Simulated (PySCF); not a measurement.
**A small calculation by hand: chemical shift, span and skew from a shielding tensor**

Ga(H)2(Et) (C₂H₇Ga), SMILES C[CH2][GaH2]. Atoms are numbered in the order given.

```xyz
10

Ga    -0.0630    -0.8243     0.0000
H      0.9165    -2.0641     0.0000
H     -1.6240    -1.0751     0.0000
C      0.6698     1.0238     0.0000
C     -0.3568     2.1610     0.0000
H      1.3431     1.0977    -0.8746
H      1.3431     1.0977     0.8746
H     -1.0135     2.1177     0.8845
H     -1.0135     2.1177    -0.8845
H      0.1240     3.1545     0.0000
```

Coordinates come from a B3LYP-D3(BJ)/def2-SVP optimisation. The structure was generated by enumeration; whether it is a known compound was not checked.

GIAO shieldings from KT2/pcSseg-1 in PySCF, non-relativistic, no solvent. The symmetric part of the tensor of C5 has the principal values 156.9, 165.3, 185.0 ppm. The same nucleus in TMS has σ = 185.1 ppm at this level (PySCF, at its B3LYP-D3(BJ)/def2-TZVP geometry).

Work out the isotropic shielding, the ¹³C shift against TMS, the span and the skew.


σ(iso) = (σ11 + σ22 + σ33)/3 = 169.1 ppm. δ = σ(ref) − σ(iso) = 185.1 − (169.1) = 16.0 ppm.
Span Ω = σ33 − σ11 = 28.1 ppm. Skew κ = 3(σ(iso) − σ22)/Ω = 0.40. Tumbling in solution averages the tensor to δ; in a static solid the shielding alone would spread this spin-1/2 line over Ω.
